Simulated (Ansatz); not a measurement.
One change: `N=C([SiH3])S[SiH3]` becomes `N=C([SiH3])[SiH3]`.

Ansatz, PBE0-D4/def2-TZVP geometries, multiplicity 1. Each molecule was computed in one conformer, which needn't be the lowest.

| property | `N=C([SiH3])S[SiH3]` |
| --- | --- |
| LUMO energy (B3LYP/def2-TZVPP) / eV | -1.27 |
| HOMO energy (ωB97M-V/def2-TZVPP) / eV | -9.58 |
| LUMO energy (ωB97M-V/def2-TZVPP) / eV | 1.10 |
| HOMO–LUMO gap (ωB97M-V/def2-TZVPP) / eV | 10.68 |
| HOMO energy (PBE/def2-TZVPP) / eV | -6.28 |
| HOMO–LUMO gap (B3LYP/def2-TZVPP) / eV | 5.96 |

Question: Give the same properties after the change, and the shifts. (An estimate is asked.)

Answer: The calculation gave: 
| property | `N=C([SiH3])[SiH3]` | shift |
| --- | --- | --- |
| LUMO energy (B3LYP/def2-TZVPP) / eV | -1.60 | -0.33 |
| HOMO energy (ωB97M-V/def2-TZVPP) / eV | -9.24 | 0.34 |
| LUMO energy (ωB97M-V/def2-TZVPP) / eV | 0.84 | -0.26 |
| HOMO–LUMO gap (ωB97M-V/def2-TZVPP) / eV | 10.09 | -0.59 |
| HOMO energy (PBE/def2-TZVPP) / eV | -5.68 | 0.60 |
| HOMO–LUMO gap (B3LYP/def2-TZVPP) / eV | 5.19 | -0.77 |

With PBE0 the HOMO rises by 0.46 eV and the LUMO falls by 0.32 eV, so the gap narrows by about 0.78 eV. PBE moves the HOMO by 0.60 eV and ωB97M-V by 0.34 eV.

B3LYP here is the variant with VWN-RPA as its local correlation; programs differ in this.
